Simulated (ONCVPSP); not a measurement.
# Logarithmic derivatives: Cu, ONCV

```json
{"Element": "copper", "Generator": "ONCVPSP 4.0.1", "Type": "optimised norm-conserving Vanderbilt (ONCV)", "Functional": "LDA (Perdew-Zunger)", "Relativity": "scalar-relativistic", "Frozen core": "[Ne]", "Valence charge": "19", "Reference configuration": "3s2 3p6 3d8 (charge +3)", "Partial waves": "3s: rc 0.65 bohr, ncon 4, nbas 8, qcut 13 1/bohr, 1 projector; 3p: rc 0.75 bohr, ncon 4, nbas 7, qcut 12.3 1/bohr, 2 projectors, debl 1 Ha; 3d: rc 1.20 bohr, ncon 5, nbas 10, qcut 15.3 1/bohr, 2 projectors, debl 1.5 Ha", "Local potential": "polynomial inside 0.55 bohr (lpopt 5, dvloc0 0 Ha)", "Core correction": "none"}
```

In the p channel the program set the typed energies aside and used -4.326, 0.250 Ha. In the d channel the program set the typed energies aside and used -1.810, 0.250 Ha.

The phase is arctan(r·R′/R) of the radial function R(r), unwrapped; energies in Ha, scanned from -7 to 5 Ha. A pole is an energy at which the radial function vanishes at the test radius. The pseudo phase is shifted by a multiple of π to meet the all-electron one at the reference energy, and phase errors are pseudo minus all-electron; the curves can meet again beyond the range given. Levels narrower than the energy grid can be missing from the lists of poles.

```
channel  radius (bohr)  reference energy (Ha)  poles, all-electron  poles, pseudo  unbroken range about the reference energy with phases within 0.05 rad  phase error 1 Ha above the reference energy (rad)
      s           0.66                  -5.89                 none           2.64                                                              below 0.9                                             -0.001
      p           0.76                  -4.33                 3.43           3.43                                                        the whole range                                             -0.000
      d           1.21                  -1.81                -0.82          -0.82                                                        the whole range                                             -0.000
```

Note: no bound ghost flagged; GHOST(+) flagged for s at 110.8 eV.

Phases in the s channel:

```tsv
E (Ha)	all-electron	pseudo
-6.96	-0.771	-0.773
-6.32	-0.869	-0.870
-5.68	-0.954	-0.954
-5.04	-1.026	-1.026
-4.40	-1.088	-1.090
-3.76	-1.142	-1.146
-3.12	-1.188	-1.195
-2.48	-1.229	-1.239
-1.84	-1.265	-1.279
-1.20	-1.297	-1.316
-0.56	-1.326	-1.351
0.08	-1.351	-1.386
0.72	-1.375	-1.421
1.36	-1.396	-1.459
2.00	-1.415	-1.505
2.64	-1.433	-1.571
3.28	-1.450	-1.699
3.92	-1.465	-2.193
4.56	-1.480	-3.958
```
